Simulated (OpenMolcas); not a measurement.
# BPH3F3 (SMILES [BH3-][P+](F)(F)F): the vertical ionisation energy from total energies

The species is BPH3F3 (8 atoms), meant as a singlet with charge 0. As SMILES, `[BH3-][P+](F)(F)F`. Geometry: relaxed at GFN2-xTB.

Both states at this one shape; open shells run unrestricted unless said. 1 Eh = 27.2114 eV.

```
                          level     program  singlet BPH3F3 (Eh)  doublet [BPH3F3]+ (Eh)  HOMO of the first (eV)
              HF/ANO-R0 (sfX2C)  OpenMolcas          -665.872094             -665.395907                  -13.74
HF/ANO-R2 (sfX2C, RICD fitting)  OpenMolcas          -666.823434             -666.386234                  -13.48
```

Question: Work out the vertical ionisation energy at each level.

Answer: 
1. HF/ANO-R0 (sfX2C): -665.395907 − (-665.872094) = 0.476187 Eh = 12.96 eV; −ε(HOMO) = 13.74 eV.
2. HF/ANO-R2 (sfX2C, RICD fitting): -666.386234 − (-666.823434) = 0.437200 Eh = 11.90 eV; −ε(HOMO) = 13.48 eV.

No measured value is set beside it here; the levels span 11.90 to 12.96 eV. In Hartree–Fock, −ε(HOMO) (Koopmans) exceeds the difference of totals by the orbital relaxation of the ion.
